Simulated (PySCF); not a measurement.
Rigid-rotor lines calculated for a species of formula C5H4N2S (commonest isotopes; PBE0-D3(BJ)/def2-SVP geometry optimisation, gas phase in PySCF), labelled J(Ka,Kc):

| transition | MHz |
| --- | --- |
| 2(1,1) ← 1(1,0) | 4764.9 |
| 2(1,2) ← 1(1,1) | 4286.8 |
| 1(1,1) ← 0(0,0) | 6136.6 |
| 2(0,2) ← 1(0,1) | 4515.2 |
| 1(0,1) ← 0(0,0) | 2262.9 |

(1) Find the rotational constants.

(2) What moments of inertia, asymmetry and inertial defect follow?

(3) Which dipole components do these lines need?

(4) Predict further lines from these constants: 2(1,1) ← 2(0,2); 3(2,2) ← 2(2,1); 3(3,0) ← 2(2,1); 3(2,1) ← 3(1,2); 3(2,1) ← 2(1,2); 2(2,0) ← 2(1,1); 2(2,1) ← 2(1,2).

(5) Which structure gave them?

Results:

(1) 1(0,1) ← 0(0,0) is B + C, 2(1,1) ← 1(1,0) is 3B + C and 2(1,2) ← 1(1,1) is B + 3C, so B − C is half the difference of the last two, 239.0 MHz. 1(1,1) ← 0(0,0) is A + C. A = 5124.6, B = 1251.0, C = 1011.9 MHz.

(2) I = 505379 MHz·u·Å² over each constant: Ia = 98.62, Ib = 403.98, Ic = 499.41 u·Å²; κ = (2B − A − C)/(A − C) = -0.884 (asymmetric top); Δ = Ic − Ia − Ib = -3.19 u·Å².

(3) μa and μb (a-type: ΔKa even, ΔKc odd; b-type: both odd). The calculation gives |μa| = 5.15 D, |μb| = 0.85 D, |μc| = 0.00 D.

(4) 
| transition | MHz | type | branch |
| --- | --- | --- | --- |
| 2(1,1) ← 2(0,2) | 4362 | b | Q |
| 3(2,2) ← 2(2,1) | 6789 | a | R |
| 3(2,1) ← 3(1,2) | 11323 | b | Q |
| 2(2,0) ← 2(1,1) | 11632 | b | Q |
| 2(2,1) ← 2(1,2) | 12338 | b | Q |
| 3(2,1) ← 2(1,2) | 19180 | b | R |
| 3(3,0) ← 2(2,1) | 26761 | b | R |

(5) `[C-]#[N+]C1=NC=C(C)S1`, point group Cs. Three constants can't fix a structure by themselves; this is the one that was computed:
```
atom  x, y, z in Å
C1     4.689   -0.695   -0.857
N2     3.560   -0.624   -0.525
C3     2.252   -0.533   -0.167
N4     1.803   -0.728    1.033
C5     0.454   -0.561    1.066
C6    -0.159   -0.232   -0.118
C7    -1.604    0.009   -0.384
S8     1.045   -0.126   -1.355
H9    -0.082   -0.691    2.008
H10   -2.007   -0.700   -1.124
H11   -2.173   -0.113    0.548
H12   -1.786    1.027   -0.763
```

Not checked by PBE0-D3(BJ)/def2-SVP frequencies. Zero-point vibration and centrifugal distortion are left out. A rigid rotor knows nothing of internal rotation, which can split or shift real lines. Quadrupole hyperfine structure (14N) is left out.
